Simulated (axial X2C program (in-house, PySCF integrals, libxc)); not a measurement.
Spin–orbit effects along a row: molecules with H (ions), MP2

Computed with an axial X2C code built on PySCF integrals, spin-free (one-electron X2C) or two-component (2c: spin–orbit coupling with atomic mean-field Coulomb and Gaunt terms, which also bring small scalar terms), in Dyall basis sets with cores contracted in-house; open shells are unrestricted.

Basis sets: Ag dyall-cv3z, H dyall-v3z, I dyall-cv3z, Pd dyall-cv3z, Rb dyall-cv3z, Sn dyall-cv3z, Sr dyall-cv3z, Tc dyall-cv3z. Frozen shells (counts by l): RbH⁺ Rb 3s2p1d, H none, 9 electrons correlated; SrH⁺ Sr 3s2p1d, H none, 10 electrons correlated; TcH⁺ Tc 4s3p1d, H none, 7 electrons correlated; PdH⁺ Pd 4s3p1d, H none, 10 electrons correlated; AgH⁺ Ag 4s3p1d, H none, 11 electrons correlated; SnH⁺ Sn 4s3p1d, H none, 14 electrons correlated; HI⁺ I 4s3p2d, H none, 7 electrons correlated. Where the outer core of a metal is frozen, bonds come out longer and ionisation energies lower. Frozen cores can differ along the series, which adds to the trend.

```tsv
molecule	spin-free state	Re (Å)	ωe (cm⁻¹)	De (eV)	2c state	Re 2c (Å)	ωe 2c (cm⁻¹)	De 2c (eV)
RbH⁺	M_S = 1/2, Λ = 0	3.265	193.4	0.03	Ω = 1/2	3.265	193.4	0.03
SrH⁺	M_S = 0, Λ = 0	2.023	1455.8	1.88	Ω = 0	2.022	1455.9	1.88
TcH⁺	M_S = 5/2, Λ = 0	1.646	1961.9	2.02	Ω = 5/2	1.646	1961.6	2.02
PdH⁺	M_S = 0, Λ = 0	1.433	2480.9	2.11	Ω = 0	1.433	2485.3	n/a
AgH⁺	M_S = 1/2, Λ = 0	1.789	696.7	0.38	Ω = 1/2	1.789	695.3	0.38
SnH⁺	M_S = 0, Λ = 0	1.739	1897.9	2.56	Ω = 0	1.738	1895.3	2.28
HI⁺	M_S = 1/2, Λ = 1	1.624	2288.9	3.09	Ω = 3/2	1.627	2273.6	2.98
```

Question: Work out the shifts from the spin-free to the two-component result.

Answer: 

```
molecule  2c state  ΔRe (Å)  Δωe (cm⁻¹)  ΔDe (eV)
    RbH⁺   Ω = 1/2    0.000         0.0      0.00
    SrH⁺     Ω = 0   -0.001         0.1      0.00
    TcH⁺   Ω = 5/2    0.000        -0.3      0.00
    PdH⁺     Ω = 0    0.000         4.4       n/a
    AgH⁺   Ω = 1/2    0.000        -1.4      0.00
    SnH⁺     Ω = 0   -0.001        -2.6     -0.28
     HI⁺   Ω = 3/2    0.003       -15.3     -0.11
```

Shifts of one unit in the last digit are rounding.

Fragments in 2c: Rb+ + H, Sr+ + H, Tc+ + H, Pd+ + H, Ag+ + H, Sn+ + H, I+ + H. Each entry is the lowest single determinant of a limited PBE0 search at one distance. De goes to single-determinant-based atoms at the same level (for ions the charge split of lowest energy) and is withheld (n/a) where an atom does not fit its ground term or J level. Main or longest-lived isotopes. One determinant is a doubtful description, or other states lie close, for TcH⁺; these need not be ground states, and all values refer to the states named. With several unpaired electrons the Ω given is that of one determinant, not necessarily of the lowest component.
